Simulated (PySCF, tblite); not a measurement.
(3-methylpentyl)amine, C6H15N.
Numbering: `[CH3:1][CH2:2][C@@H:3]([CH3:4])[CH2:5][CH2:6][NH2:7]` (hydrogens: H8, H9, H10 on C1; H11, H12 on C2; H13 on C3; H14, H15, H16 on C4; H17, H18 on C5; H19, H20 on C6; H21, H22 on N7)

Computed with GFN2-xTB (tblite), gas phase: nudged elastic band of 9 images (0 to 8), spring 0.2 eV/Å², climbing image at the end, force threshold 0.05 eV/Å. No saddle search or frequency run followed, so the top image need not be a first-order saddle, and its height can exceed the method's true barrier by a kcal/mol or more.

Path: rotation about C5–C6 (chain CH2 carbon, sp3 carbon bound to nitrogen), followed by the dihedral C3–C5–C6–N7.

Image 0 (start, dihedral -77°):
```
atom  x, y, z in Å
C1     -2.052   -0.971   -1.087
C2     -0.892   -0.788   -0.115
C3     -0.350    0.644   -0.082
C4     -1.320    1.591    0.625
C5      1.016    0.708    0.614
C6      2.160    0.053   -0.163
N7      2.126   -1.399   -0.055
H8     -2.371   -2.010   -1.099
H9     -2.907   -0.359   -0.807
H10    -1.750   -0.696   -2.095
H11    -0.078   -1.453   -0.405
H12    -1.213   -1.070    0.891
H13    -0.221    0.990   -1.114
H14    -2.288    1.595    0.133
H15    -1.461    1.284    1.660
H16    -0.935    2.609    0.621
H17     0.941    0.238    1.598
H18     1.276    1.758    0.767
H19     3.114    0.476    0.200
H20     2.071    0.304   -1.224
H21     2.890   -1.809   -0.582
H22     2.235   -1.676    0.916
```

Image 8 (end, +0.031 eV, dihedral 69°):
```
atom  x, y, z in Å
C1     -2.191   -1.275   -0.443
C2     -0.948   -0.881    0.348
C3     -0.310    0.431   -0.123
C4     -1.256    1.611    0.093
C5      1.008    0.711    0.615
C6      2.164   -0.236    0.288
N7      2.638   -0.024   -1.071
H8     -2.517   -2.273   -0.155
H9     -3.012   -0.588   -0.256
H10    -1.981   -1.280   -1.510
H11    -0.217   -1.686    0.254
H12    -1.205   -0.792    1.407
H13    -0.105    0.354   -1.196
H14    -2.170    1.491   -0.482
H15    -1.518    1.699    1.145
H16    -0.781    2.538   -0.220
H17     0.822    0.672    1.691
H18     1.339    1.720    0.365
H19     1.867   -1.280    0.485
H20     2.998   -0.003    0.958
H21     3.446   -0.607   -1.256
H22     1.918   -0.280   -1.738
```

Task: What do the inner images look like?

Result: 
Image 1: +0.017 eV, dihedral -64°
```
atom  x, y, z in Å
C1     -2.051   -1.028   -1.013
C2     -0.906   -0.799   -0.034
C3     -0.331    0.621   -0.080
C4     -1.306    1.628    0.530
C5      1.008    0.697    0.668
C6      2.203    0.101   -0.080
N7      2.069   -1.331   -0.300
H8     -2.376   -2.065   -0.968
H9     -2.908   -0.398   -0.785
H10    -1.728   -0.815   -2.029
H11    -0.103   -1.493   -0.275
H12    -1.250   -1.008    0.983
H13    -0.157    0.891   -1.127
H14    -2.264    1.601    0.018
H15    -1.472    1.400    1.581
H16    -0.913    2.640    0.457
H17     0.904    0.203    1.637
H18     1.244    1.747    0.855
H19     3.116    0.351    0.490
H20     2.287    0.575   -1.062
H21     2.845   -1.675   -0.856
H22     2.078   -1.824    0.587
```

Image 2: +0.073 eV, dihedral -49°
```
atom  x, y, z in Å
C1     -2.044   -1.085   -0.944
C2     -0.939   -0.806    0.068
C3     -0.316    0.588   -0.069
C4     -1.283    1.659    0.433
C5      0.998    0.678    0.722
C6      2.235    0.121    0.007
N7      2.030   -1.208   -0.549
H8     -2.389   -2.112   -0.844
H9     -2.897   -0.427   -0.800
H10    -1.667   -0.950   -1.955
H11    -0.156   -1.546   -0.079
H12    -1.334   -0.919    1.081
H13    -0.098    0.769   -1.126
H14    -2.230    1.609   -0.097
H15    -1.477    1.518    1.495
H16    -0.869    2.655    0.290
H17     0.866    0.172    1.681
H18     1.213    1.728    0.933
H19     3.076    0.150    0.724
H20     2.491    0.781   -0.826
H21     2.812   -1.461   -1.142
H22     1.969   -1.897    0.193
```

Image 3: +0.163 eV, dihedral -30°
```
atom  x, y, z in Å
C1     -2.012   -1.150   -0.884
C2     -0.964   -0.807    0.168
C3     -0.305    0.561   -0.055
C4     -1.265    1.674    0.365
C5      0.998    0.684    0.750
C6      2.258    0.101    0.082
N7      1.991   -1.024   -0.799
H8     -2.373   -2.166   -0.738
H9     -2.865   -0.478   -0.830
H10    -1.578   -1.081   -1.879
H11    -0.199   -1.580    0.142
H12    -1.420   -0.825    1.161
H13    -0.069    0.667   -1.117
H14    -2.206    1.601   -0.173
H15    -1.475    1.601    1.431
H16    -0.838    2.654    0.168
H17     0.845    0.221    1.727
H18     1.201    1.743    0.925
H19     2.977   -0.151    0.883
H20     2.722    0.874   -0.537
H21     2.825   -1.251   -1.329
H22     1.740   -1.849   -0.265
```

Image 4 (top): +0.217 eV, dihedral -8°
```
atom  x, y, z in Å
C1     -1.972   -1.207   -0.832
C2     -0.959   -0.812    0.236
C3     -0.300    0.546   -0.046
C4     -1.264    1.671    0.332
C5      1.006    0.723    0.742
C6      2.264    0.042    0.150
N7      1.988   -0.823   -0.987
H8     -2.336   -2.218   -0.658
H9     -2.828   -0.537   -0.829
H10    -1.513   -1.173   -1.818
H11    -0.197   -1.589    0.293
H12    -1.451   -0.775    1.211
H13    -0.067    0.610   -1.111
H14    -2.201    1.580   -0.210
H15    -1.480    1.635    1.398
H16    -0.835    2.645    0.105
H17     0.844    0.369    1.762
H18     1.215    1.793    0.806
H19     2.789   -0.487    0.964
H20     2.944    0.815   -0.219
H21     2.862   -1.135   -1.395
H22     1.481   -1.652   -0.695
```

Image 5: +0.169 eV, dihedral 17°
```
atom  x, y, z in Å
C1     -1.949   -1.250   -0.770
C2     -0.923   -0.821    0.274
C3     -0.299    0.544   -0.047
C4     -1.278    1.663    0.310
C5      1.018    0.778    0.704
C6      2.229   -0.053    0.225
N7      2.044   -0.630   -1.099
H8     -2.306   -2.257   -0.566
H9     -2.807   -0.583   -0.771
H10    -1.507   -1.237   -1.765
H11    -0.143   -1.582    0.333
H12    -1.399   -0.777    1.256
H13    -0.083    0.593   -1.118
H14    -2.209    1.556   -0.239
H15    -1.503    1.641    1.375
H16    -0.855    2.636    0.071
H17     0.859    0.589    1.767
H18     1.266    1.835    0.596
H19     2.468   -0.817    0.985
H20     3.097    0.609    0.156
H21     2.915   -1.044   -1.414
H22     1.355   -1.373   -1.064
```

Image 6: +0.079 eV, dihedral 39°
```
atom  x, y, z in Å
C1     -1.967   -1.283   -0.689
C2     -0.897   -0.829    0.299
C3     -0.303    0.539   -0.059
C4     -1.285    1.660    0.276
C5      1.024    0.798    0.666
C6      2.175   -0.144    0.279
N7      2.180   -0.437   -1.147
H8     -2.328   -2.276   -0.429
H9     -2.816   -0.605   -0.686
H10    -1.563   -1.319   -1.699
H11    -0.105   -1.580    0.320
H12    -1.325   -0.782    1.303
H13    -0.103    0.570   -1.134
H14    -2.215    1.539   -0.274
H15    -1.511    1.663    1.340
H16    -0.862    2.627    0.013
H17     0.869    0.727    1.745
H18     1.327    1.821    0.439
H19     2.132   -1.056    0.899
H20     3.119    0.358    0.511
H21     3.036   -0.919   -1.400
H22     1.407   -1.053   -1.375
```

Image 7: +0.041 eV, dihedral 57°
```
atom  x, y, z in Å
C1     -2.042   -1.312   -0.588
C2     -0.938   -0.841    0.353
C3     -0.315    0.494   -0.071
C4     -1.268    1.655    0.211
C5      1.019    0.755    0.642
C6      2.153   -0.207    0.280
N7      2.411   -0.203   -1.152
H8     -2.426   -2.277   -0.265
H9     -2.870   -0.608   -0.607
H10    -1.660   -1.419   -1.601
H11    -0.164   -1.611    0.381
H12    -1.337   -0.743    1.365
H13    -0.128    0.471   -1.150
H14    -2.205    1.528   -0.323
H15    -1.483    1.719    1.276
H16    -0.823    2.595   -0.105
H17     0.862    0.711    1.722
H18     1.348    1.764    0.388
H19     1.933   -1.214    0.674
H20     3.066    0.140    0.775
H21     3.231   -0.761   -1.363
H22     1.627   -0.616   -1.646
```

The largest changes of bonds and angles from start to top: C5–C6 1.530 → 1.548 Å, C2–C3 1.532 → 1.535 Å, C3–H13 1.096 → 1.093 Å, C5–C6–N7 111.8 → 114.0°, C2–C3–C4 111.4 → 109.6°, C3–C5–C6 114.7 → 116.4°. GFN2-xTB torsional profiles can miss by a kcal/mol or more and can put conformers in the wrong order.

Other torsions move too; by image: C2–C3–C5–C6 (69, 76, 82, 85, 81, 71, 65, 66, 68°).

Task: What do single points at PBE0/pcSseg-1 (PySCF, no dispersion term) give on some images?

Result: 
```tsv
image	GFN2-xTB E (eV)	DFT E (eV)	HOMO (eV)	LUMO (eV)	dipole (D)
0	0.000	0.000	-6.56	1.49	1.69
2	0.073	0.035	-6.65	1.42	1.60
4	0.217	0.202	-6.64	1.25	1.27
6	0.079	0.018	-6.68	1.25	1.25
8	0.031	-0.034	-6.65	1.33	1.31
```

Energies count from image 0 at each level. At the GFN2-xTB top the DFT energy is 4.7 kcal/mol against 5.0; the geometries weren't optimised at the DFT level.

What follows is the cost of the whole band run. The run took 15 s on Intel Xeon at 2.50 GHz, one thread (shared host), and the process peaked at 0.19 GiB of memory.
